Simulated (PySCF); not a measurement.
SrBi at UHF-SCS-MP2

Computed with UHF-SCS-MP2; basis Sr def2-SVP with ECP28, Bi def2-SVP with ECP60; scalar-relativistic core potentials; PySCF 2.14.

For SrBi, the state is ⁴Σ⁻ (quartet), unpaired electrons σ ↑, π ↑↑, the bond length is 3.432 Å and the harmonic wavenumber is 99.0 cm⁻¹. The force constant is 0.357 mdyn/Å, the rotational constant Be is 0.02313 cm⁻¹ and the anharmonicity ωexe is 0.434 cm⁻¹. The vibration–rotation constant αe is 9.87e-05 cm⁻¹, the well depth De to Sr + Bi is 0.29 eV and the dissociation energy D0 is 0.28 eV.

Correlated steps freeze 4 core orbitals. The bond is weak. Basis-set superposition, not corrected here, can be much of De in a small basis, most of all at correlated wavefunction levels. These are scalar-relativistic numbers at best; spin–orbit coupling would shift them, the dissociation energy most. The state is the lowest determinant that a PBE0 search found; another state may lie lower at other levels.
